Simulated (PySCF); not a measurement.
GeH2ClBr, SMILES [Br][GeH2][Cl]. Atoms are numbered in the order given.

```xyz
5

Ge     0.6860     0.5462     0.0000
Cl    -0.8584     2.0502     0.0000
Br    -0.2953    -1.5348     0.0000
H      1.4880     0.6945     1.2925
H      1.4880     0.6945    -1.2925
```

Geometry optimised at r2SCAN-D4/def2-SVP.

Level of theory: PBE0/pcSseg-1 (PySCF).

GIAO shieldings, no solvent; atoms alike by connectivity are averaged. δ = σ(ref) − σ: ⁷³Ge against GeH4 (σ = 1658.3 ppm); ³⁵Cl against HCl (σ = 945.9 ppm); ¹H against TMS (σ = 31.56 ppm), references at their B3LYP-D3(BJ)/def2-TZVP geometries, non-relativistic (without spin–orbit terms, shifts of atoms bonded to Cl or Br come out too high).

Computed chemical shifts:
```tsv
nucleus	atoms	count	δ (ppm)
⁷³Ge	Ge1	1	383.3
³⁵Cl	Cl2	1	42.6
¹H	H4, H5	2	6.57
```
